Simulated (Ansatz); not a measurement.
Cost and result for the atomization energy of `CC(C)[O][Sn][Cl]` (13 atoms, 12 bonds).

```xyz
13

C    -1.2425   -0.6118   -0.1630
C     0.2647   -0.7023   -0.0151
C     0.7818    0.1245    1.1472
O     0.9158   -0.3469   -1.2204
Sn    1.1055    1.2108   -2.3842
Cl   -0.2239    2.8610   -1.2576
H    -1.7390   -0.9899    0.7342
H    -1.5534    0.4245   -0.3152
H    -1.5763   -1.2089   -1.0144
H     0.5318   -1.7529    0.1626
H     0.3530   -0.2273    2.0888
H     1.8687    0.0432    1.2161
H     0.5138    1.1761    1.0209
```

Total charge 0; spin multiplicity 1. Correlated methods include outer-core shells of Sn, which these sets cover unevenly. Sn: def2 effective core potential. The structure was optimised at the PBE0-D4/def2-TZVP level. It is one conformer, not always the lowest. Program: Ansatz. All runs use 2 threads of an AMD EPYC 7R13 on a shared host and a share of an NVIDIA H100 80 GB. Times are those of one run each, without the atoms' runs, and a repeat can differ threefold. Electronic energies, without spin–orbit coupling; frozen cores. CCSD(T)/CBS adds CCSD(T) − MP2 in def2-TZVPP to the MP2 limit, and its time is that of the two runs behind it. T1 = 0.015. With those shells the extrapolation isn't a true limit. B3LYP takes the VWN-RPA correlation (the form of Gaussian; ORCA's B3LYP/G).

CCSD(T)/CBS is a level of theory with its own doubt, some kJ/mol a heavy atom from the limit and from the frozen cores, so smaller differences don't rank the functionals.

```tsv
level	functions	wall time	atomization (kcal/mol)	difference from CCSD(T)/CBS	per bond
PBE-D4/def2-TZVPP (with forces)	314	1.9 s	1201.6	23.0	1.9
PBE0-D4/def2-TZVPP	314	2.9 s	1178.2	-0.4	0.0
B3LYP-D4/def2-TZVPP (with forces)	314	3 s	1174.7	-3.9	-0.3
ωB97X-V/def2-TZVPP	314	3 s	1177.4	-1.2	-0.1
B2PLYP/def2-TZVPP	314	3.3 s	1161.1	-17.5	-1.5
r2SCAN-D4/def2-TZVPP (with forces)	314	3.4 s	1178.5	-0.1	0.0
ωB97M-V/def2-TZVPP (with forces)	314	4 s	1176.1	-2.5	-0.2
MP2/def2-QZVPP	590	5.5 s	1184.6	6.0	0.5
CCSD(T)/def2-TZVPP	314	6.5 s	1145.3	-33.3	-2.8
CCSD(T)/CBS(def2)	–	12 s	1178.6	0.0	0.0
```

In def2-TZVPP, CCSD(T) changes the Hartree–Fock value by +292.5 kcal/mol (the triples alone add +19.2 kcal/mol) and MP2 by +312.0 kcal/mol; breaking electron pairs costs correlation energy, which Hartree–Fock lacks. The D4 term adds +13.7 kcal/mol with B3LYP and +7.3 kcal/mol with PBE0; it sums over pairs of atoms, weighted by their polarisabilities, and B3LYP, whose exchange is more repulsive, gets the larger term. From PBE to PBE0 (25 % exact exchange), in def2-TZVPP and without D4, the atomization energy moves by −22.2 kcal/mol: exact exchange takes away binding that semilocal exchange gives to molecules.

Spin–orbit coupling would lower the free Sn atoms strongly, and the atomization energy with them, by more than many differences here. For some Ge, Se and Sn compounds the MP2-based and the directly extrapolated limit differ by 10 to 25 kJ/mol.
